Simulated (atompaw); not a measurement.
Varying the PAW (atompaw) potential for Ge

Base potential:

| Property | Result |
| --- | --- |
| Element | Ge (Z = 32) |
| Generator | atompaw 4.2.0.5 |
| Type | PAW |
| Functional | PBE |
| Relativity | scalar-relativistic |
| Frozen core | [Ar] |
| Valence charge | 14 |
| Reference configuration | 3d10 4s2 4p2 |
| Partial waves | 4s (bound): rc 1.65 bohr; 4s channel at 2.7 Ry: rc 1.65 bohr; 4p (bound): rc 1.65 bohr; 4p channel at 1.75 Ry: rc 1.65 bohr; 3d (bound): rc 0.90 bohr; 3d channel at 1.55 Ry: rc 0.90 bohr |
| Local potential | bessel scheme, radius 1.35 bohr |
| Core correction | smooth core density matched at 0.90 bohr |
| Augmentation charge | sinc compensation charge, radius 1.40 bohr; PAW radius 1.65 bohr; waves and projectors: custom polynom gramschmidtortho |

All-electron outer shells of the reference configuration (PBE, scalar-relativistic, ld1.x):

| shell | level (eV) | outermost node (bohr) | outermost maximum (bohr) |
| --- | --- | --- | --- |
| 3s | -168.49 | 0.26 | 0.54 |
| 3p | -115.62 | 0.23 | 0.54 |
| 3d | -29.31 | – | 0.50 |
| 4s | -11.73 | 0.77 | 1.75 |
| 4p | -3.90 | 0.82 | 2.22 |

Cutoffs, loose and tight: the cutoffs (Ry, on a coarse ladder) from which the occupation-weighted sum of valence levels, in a spherical-Bessel basis at the reference potential, stays within 10 and 1 mRy of its value at 400 Ry. They see the waves, projectors and local potential, not the compensation charge or the core. A dash means not determined.

A true bound ghost makes a file unfit for plane-wave use even where its test errors are small: the radial tests pick states by their node count and pass the ghost by.

| change | outcome | cutoff, loose | cutoff, tight | bound ghosts |
| --- | --- | --- | --- | --- |
| base | generated | 200 Ry | over 300 Ry | none |
| waves 4s (bound); 4s channel at 2.7 Ry; 4p (bound); 4p channel at 1.75 Ry; 3d (bound); 3d channel at 1.55 Ry; augmentation sinc compensation charge, radius 1.40 bohr; PAW radius 1.65 bohr; waves and projectors: bloechl | failed: atompaw: terminating projector 1000 | – | – | – |
| reference 3d10 4s2 4p1.5 | generated | 200 Ry | over 300 Ry | none |
| core correction smooth core density matched at 1.38 bohr | generated | 200 Ry | over 300 Ry | none |
| wave 4s (bound): rc 1.65 bohr becomes 4s (bound): rc 1.40 bohr | generated | 200 Ry | over 300 Ry | none |
| augmentation sinc compensation charge, radius 1.40 bohr; PAW radius 1.65 bohr; waves and projectors: custom polynom vanderbiltortho | generated | 200 Ry | over 300 Ry | none |

Problem. What comes out with this change to the base: local potential bessel scheme, radius 1.16 bohr?

Solution. outcome: generated; cutoff, loose: 200 Ry; cutoff, tight: over 300 Ry; bound ghosts: s, p.

Problem. What comes out with this change to the base: all radii scaled by about 1.20 (s 1.98, p 1.98, d 1.08 bohr); local potential bessel scheme, radius 1.62 bohr; augmentation sinc compensation charge, radius 1.68 bohr; PAW radius 1.98 bohr; waves and projectors: custom polynom gramschmidtortho; core correction smooth core density matched at 1.08 bohr?

Solution. outcome: generated; cutoff, loose: 140 Ry; cutoff, tight: 230 Ry; bound ghosts: none.
